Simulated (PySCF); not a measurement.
**GaBr⁻ from Hartree–Fock to correlated methods**

State: ²Π (doublet), unpaired electrons π ↑. Set-up: basis Ga def2-TZVPPD, Br def2-TZVPPD; no relativity; PySCF 2.14. De refers to Ga + Br⁻ in their high-spin ground configurations, without counterpoise correction. The functionals are run spin-unrestricted. A positive dipole points towards Br; it is taken about the centre of mass and depends on that origin.

| Level | Re (Å) | ωe (cm⁻¹) | De (eV) | μ (D) | CPU s a point (SCF and correlation, without the integrals) |
| --- | --- | --- | --- | --- | --- |
| UHF | 2.692 | 139 | n/a | 0.36 | 3.1 |
| UHF-MP2 | 2.569 | 176 | 1.19 | n/a | 5.9 |
| UHF-SCS-MP2 | 2.596 | 168 | 1.09 | n/a | n/a |
| UHF-CCSD | 2.591 | 170 | 1.10 | n/a | n/a |
| UHF-CCSD(T) | 2.582 | 174 | 1.17 | n/a | 550 |
| PBE | 2.608 | 166 | 1.24 | 1.05 | 2.7 |
| PBEsol | 2.558 | 179 | 1.41 | 1.35 | 1.7 |
| revPBE | 2.638 | 158 | 1.10 | 0.94 | 1.7 |
| BLYP | 2.674 | 149 | 1.02 | 0.59 | 1.7 |
| r²SCAN | 2.573 | 175 | 1.30 | 1.28 | 3.7 |
| B3LYP | 2.646 | 154 | 1.03 | 0.61 | 4.9 |
| PBE0 | 2.590 | 170 | 1.21 | 1.05 | 5.8 |
| M06 | 2.612 | 160 | 1.16 | 0.69 | 5.6 |
| ωB97X-V | 2.598 | 165 | 1.12 | 0.81 | 11 |

The bond length runs from 2.558 Å (PBEsol) to 2.692 Å (UHF). De spans 1.02 eV (BLYP, GGA) to 1.41 eV (PBEsol, GGA).

Correlated steps freeze 18 core orbitals. Spin–orbit coupling is left out. For an ion De counts to the pair picked by the measured ionisation energies or electron affinities, which need not be the lowest pair at this level. The highest Kohn–Sham level is positive in this anion. Much of that is self-interaction error, but it also means that the finite basis helps to hold the extra electron. The state is the lowest determinant that a PBE0 search found; another state may lie lower at other levels.

The whole job (state search and all levels along the bond) took about 44 min on 2 threads of Arm Neoverse V1 (shared host), peak memory 5.6 GiB.
